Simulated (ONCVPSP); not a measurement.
**Pseudopotential generation for hydrogen: ONCV, PBE, non-relativistic.**

hydrogen (H), optimised norm-conserving Vanderbilt (ONCV), made with ONCVPSP 4.0.1 (PBE, non-relativistic). Core none, reference 1s1. Waves: 1s: rc 1.20 bohr, ncon 3, nbas 6, qcut 5.9 1/bohr, 2 projectors, debl 1.4 Ha; p scattering state at 0.09 Ha: rc 1.00 bohr, ncon 4, nbas 9, qcut 7.3 1/bohr, 2 projectors, debl 2.1 Ha. Local part: polynomial inside 0.75 bohr (lpopt 3, dvloc0 0 Ha). Core correction: none.

All-electron outer shells of the reference configuration (PBE, non-relativistic, ld1.x):

```tsv
shell	level (eV)	outermost node (bohr)	outermost maximum (bohr)
1s	-6.49	–	1.03
```

(1) Estimate the cutoffs (Ha) at which the residual kinetic energy of the hardest occupied pseudo-wave falls to 1 and 0.1 mHa per electron.

(2) Does the potential have ghost states?

Answers

(1) 13 Ha and 18 Ha.

(2) No bound ghost flagged; no localised positive-energy state flagged.
